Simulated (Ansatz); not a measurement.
`N=C[SiH2]F`. Charge 0, multiplicity 1.

```xyz
8

N     1.048   -0.049    1.514
C     0.243   -0.637    0.728
Si   -0.506    0.151   -0.808
F     0.079    1.640   -0.863
H     1.235    0.908    1.204
H    -0.017   -1.673    0.983
H    -0.098   -0.564   -2.041
H    -1.984    0.225   -0.717
```

What are the harmonic wavenumbers in cm⁻¹ at PBE0-D4/def2-TZVP (Ansatz, finite differences of forces, unscaled)? (Best estimate.)

Ansatz gave: 130, 162, 443, 460, 644, 705, 785, 856, 926, 959, 1182, 1225, 1417, 1679, 2243, 2249, 3040, 3425.

Is this a minimum?

Yes, all 18 modes are real.

Give the ideal-gas thermochemistry at 298.15 K and 1 bar (rigid rotor, harmonic oscillator; point group Cs, symmetry number 1).

Zero-point energy 134.8 kJ/mol; H(298) − E = 150.9 kJ/mol; entropy 303.4 J/(mol·K), of which translation 163.1, rotation 105.0, vibration 35.4; G(298) − E = 60.4 kJ/mol.

And at 400, 500, 600, 800 and 1000 K?


```csv
T (K),H − E (kJ/mol),S (J/mol/K),G − E (kJ/mol)
400,159.8,329.0,28.2
500,170.0,351.7,-5.9
600,181.3,372.4,-42.1
800,206.8,408.9,-120.4
1000,234.8,440.2,-205.3
```
